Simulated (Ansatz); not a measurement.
Input file for Ansatz (a quantum-chemistry and plane-wave program): R-revPBE/def2-TZVPPD on GeH4 (SMILES [GeH4]). Files ending in .json are basis or fitting sets from the Basis Set Exchange.

Ansatz 0.2 input:
```yaml
crystal:
  periodic: [false, false, false]
  atoms:
    - {symbol: Ge, position_ang: [0.00178689, -0.15328237, 4.05740698]}
    - {symbol: H, position_ang: [0.95678425, -1.19112126, 3.45076940]}
    - {symbol: H, position_ang: [0.46005127, 1.25806147, 3.66341384]}
    - {symbol: H, position_ang: [0.01078216, -0.28420054, 5.58828664]}
    - {symbol: H, position_ang: [-1.42053485, -0.39620573, 3.53282795]}
basis:
  gaussian:
    orbitals: def2-TZVPPD.json
hamiltonian:
  xc: {name: revPBE}
scf: {lower_state_search: off}
```

Task: What total energy does the run end on?

Result: -2079.2272 hartree.
